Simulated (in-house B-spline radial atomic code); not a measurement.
Values are calculated unless marked as measured or tabulated.
## Quantum size effects in thin Sn films (jellium)

The positive ions are smeared into a uniform slab; the electrons are solved self-consistently in the LDA (PW92) on a fine grid across the film. Stabilised jellium adds, inside the slab, the constant potential −n de/dn that makes the bulk stable at the metal's density. No lattice, so no dependence on crystal face. Atomic units unless named. The table is for plain jellium.

Sn: 4 valence electrons per atom, density 7.287 g/cm³, mass 118.71 u, so r_s = 2.22 bohr.

```json
{"thickness (nm)": "0.529", "in Fermi wavelengths": "1.374", "filled subbands": "3", "work function (eV)": "3.650", "surface energy (J/m²)": "-0.267"}
{"thickness (nm)": "0.577", "in Fermi wavelengths": "1.500", "filled subbands": "4", "work function (eV)": "3.522", "surface energy (J/m²)": "-0.229"}
{"thickness (nm)": "0.625", "in Fermi wavelengths": "1.625", "filled subbands": "4", "work function (eV)": "3.837", "surface energy (J/m²)": "-0.208"}
{"thickness (nm)": "0.673", "in Fermi wavelengths": "1.750", "filled subbands": "4", "work function (eV)": "3.847", "surface energy (J/m²)": "-0.234"}
{"thickness (nm)": "0.721", "in Fermi wavelengths": "1.875", "filled subbands": "4", "work function (eV)": "3.669", "surface energy (J/m²)": "-0.258"}
{"thickness (nm)": "0.769", "in Fermi wavelengths": "2.001", "filled subbands": "5", "work function (eV)": "3.562", "surface energy (J/m²)": "-0.230"}
{"thickness (nm)": "0.817", "in Fermi wavelengths": "2.124", "filled subbands": "5", "work function (eV)": "3.804", "surface energy (J/m²)": "-0.215"}
{"thickness (nm)": "0.865", "in Fermi wavelengths": "2.250", "filled subbands": "5", "work function (eV)": "3.817", "surface energy (J/m²)": "-0.235"}
{"thickness (nm)": "0.913", "in Fermi wavelengths": "2.375", "filled subbands": "5", "work function (eV)": "3.684", "surface energy (J/m²)": "-0.252"}
{"thickness (nm)": "0.962", "in Fermi wavelengths": "2.500", "filled subbands": "6", "work function (eV)": "3.588", "surface energy (J/m²)": "-0.230"}
{"thickness (nm)": "1.010", "in Fermi wavelengths": "2.625", "filled subbands": "6", "work function (eV)": "3.784", "surface energy (J/m²)": "-0.220"}
{"thickness (nm)": "1.058", "in Fermi wavelengths": "2.750", "filled subbands": "6", "work function (eV)": "3.795", "surface energy (J/m²)": "-0.235"}
{"thickness (nm)": "1.106", "in Fermi wavelengths": "2.876", "filled subbands": "6", "work function (eV)": "3.692", "surface energy (J/m²)": "-0.249"}
```

Task: At what steps in thickness do new subbands fill, and why?

Result: λ_F = 2π/k_F = 7.268 bohr = 0.385 nm. New subbands appear by 1.5, 2, 2.5 λ_F, each within the grid step of 1/8 λ_F; the true step is half a wavelength (0.192 nm), since a level crosses E_F each time one more half wave at k_F fits across the film.

Task: How large is the oscillation of the work function here?

Result: It runs from 3.522 to 3.847 eV over the table, 0.33 eV within the first four rows and 0.21 eV within the last four, about a thick-film value of 3.72 eV. The grid can skip the cusp where a subband opens, so the true swing can be larger; measurement on the bulk metal gives 4.42 eV. The negative surface energies are plain jellium's known failure at high density.

Task: The film of 9.99 bohr has subband bottoms at -12.846, -10.207, -6.531 eV, measured from the vacuum level. Show that these levels and neutrality give the work function in the table.

Result: Each subband holds (E_F − ε_j)/π electrons per bohr², spin included. Neutrality needs n L = 0.02182 × 9.99 = 0.21798, and π n L × 27.2114 = 18.635 eV. So E_F = (π n L + Σ ε_j)/3 = (18.635 + (-29.584))/3 = -3.650 eV, and the work function is 3.650 eV.
